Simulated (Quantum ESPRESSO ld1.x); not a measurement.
Values are calculated unless marked as measured or tabulated.
The table gives one normalised radial function P(r) = r R(r) of Be in [He] 2s2 (r in bohr). Code: ld1.x of Quantum ESPRESSO 7.5. Model: non-relativistic Kohn-Sham, LDA (Slater exchange, VWN5 correlation), spin-polarised, spherical densities, point nucleus.

r	P
0.0397	0.1006
0.04406	0.1097
0.04888	0.1193
0.05424	0.1295
0.06019	0.1402
0.06732	0.1523
0.0747	0.1639
0.08289	0.1758
0.09197	0.1878
0.102	0.1997
0.1132	0.2114
0.1256	0.2225
0.1394	0.2326
0.1547	0.2415
0.1717	0.2487
0.1905	0.2537
0.213	0.2559
0.2364	0.2544
0.2623	0.2489
0.291	0.2387
0.3229	0.2232
0.3583	0.2020
0.3976	0.1743
0.4412	0.1401
0.4895	0.0989
0.5432	0.0510
0.6076	-0.0079
0.6742	-0.0687
0.748	-0.1342
0.83	-0.2033
0.921	-0.2740
1.022	-0.3446
1.134	-0.4128
1.258	-0.4761
1.396	-0.5318
1.549	-0.5773
1.719	-0.6102
1.923	-0.6293
2.133	-0.6305
2.367	-0.6156
2.627	-0.5851
2.915	-0.5408
3.234	-0.4855
3.588	-0.4224
3.982	-0.3554
4.418	-0.2885
4.902	-0.2252
5.483	-0.1645
6.084	-0.1171
6.751	-0.0793
7.491	-0.0508
8.312	-0.0307
9.223	-0.0174

Which n and l does it have? It may be an empty orbital.

Answer. n = 2, l = 0: the number of nodes gives n - l - 1 = 1, the rise at small r (about r^(l+1)) gives l, and the extent must fit the shell. The curve is that of 2s. 2s: eigenvalue -5.599 eV, 1 radial node at r = 0.599 bohr, <r> = 2.62 bohr, 90 % of the charge inside 4.18 bohr.
